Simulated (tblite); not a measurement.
Run record: tight-binding relaxation, `C=CC1=C(C)[PH2+]CC1`.

Computed with GFN2-xTB geometry optimisation, gas phase (tblite 0.8.0). Start geometry: from a force field or distance geometry. The input is one job of a driver script: a line of settings, then coordinates in Å.

Command:
```bash
OMP_NUM_THREADS=1 python probes_run.py task.json out
```

Input:
```
{"job": {"kind": "relax", "xc": "GFN2-xTB", "basis": "xTB"}, "charge": 1, "multiplicity": 1}
C      2.773000    -0.099800    -0.882800
C      1.729800     0.665400    -0.560800
C      0.473600     0.035500    -0.098400
C     -0.575800     0.761400     0.225000
C     -0.757600     2.240200     0.263500
P     -1.934400    -0.340100     0.721300
C     -1.135700    -1.814200     0.036400
C      0.277900    -1.388500     0.006000
H      2.652900    -1.174800    -0.812700
H      3.698100     0.332800    -1.208500
H      1.804300     1.733600    -0.605900
H     -1.732200     2.503400    -0.250300
H      0.091600     2.771200    -0.188400
H     -0.896500     2.498200     1.337100
H     -2.014200    -0.358700     2.122800
H     -3.125800     0.014300     0.093200
H     -1.561800    -1.964000    -0.965600
H     -1.325700    -2.720200     0.694600
H      0.791100    -1.750600     0.925400
H      0.762100    -1.934200    -0.855100
```

Output:
```
step      E/eV     max force
  0    -629.63434    4.039
  1    -629.95530    1.243
  2    -630.00860    0.532
  3    -630.05164    0.481
  4    -630.08984    0.390
  5    -630.10913    0.344
  6    -630.12881    0.308
  7    -630.14122    0.264
  8    -630.14943    0.188
  9    -630.15525    0.139
... (45 lines left out)
 55    -630.18490    0.020
 56    -630.18497    0.019
 57    -630.18505    0.024
 58    -630.18514    0.027
 59    -630.18522    0.023
 60    -630.18527    0.016
 61    -630.18532    0.014
 62    -630.18538    0.017
 63    -630.18543    0.016
 64    -630.18546    0.010
```

«max force» is the largest atomic force in eV/Å.

Question: From which step on does the largest force stay under 0.1 eV/Å, and how much energy is left to gain from there?

Answer: From step 14 (0.069 eV/Å), 19.5 meV above the end.

Summary of the converged run: energy lowered by 12.7 kcal/mol over 64 steps; largest atomic force 0.010 eV/Å at the end.

Hardware: an Arm Neoverse V1 with one thread (shared host). Cost: 0.48 s wall.
Labels such as C1 count atoms from 1, the log's own numbers from 0.
